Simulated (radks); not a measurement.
The numbers below are computed, except where a source is named.
Initial-state core-level shifts of neutral rhodium when its valence configuration changes from [Kr] 4d8 5s1. Level of theory: scalar-relativistic Kohn-Sham, PBE, spin-polarised, spherical densities, point nucleus; open shells are filled with parallel spins first (spin-orbit coupling, left out, can overturn this in heavy ions) (a radial shooting solver on a logarithmic mesh with Libxc functionals). Shifts are changes of the shell-averaged eigenvalues in eV (positive: less bound).

| valence | 1s | 2p | 3s | 4p |
|---|---|---|---|---|
| 4d8 5p1 | -1.673 | -1.616 | -1.639 | -1.715 |
| 4d7 5s1 5p1 | -5.075 | -5.252 | -5.227 | -4.801 |
| 4d9 | +2.937 | +3.098 | +3.088 | +2.818 |
| 4d6 5s1 5p2 | -10.356 | -10.793 | -10.691 | -9.552 |
| 4d7 5s1.5 5p0.5 | -4.479 | -4.668 | -4.633 | -4.204 |
| 4d8 5s0.5 5p0.5 | -0.878 | -0.849 | -0.860 | -0.900 |
| 4d7 5s0.5 5p1.5 | -5.801 | -5.957 | -5.942 | -5.535 |
| 4d7 5s2 | -3.738 | -3.940 | -3.898 | -3.462 |
| 4d8.5 5s0.5 | +1.542 | +1.630 | +1.621 | +1.464 |
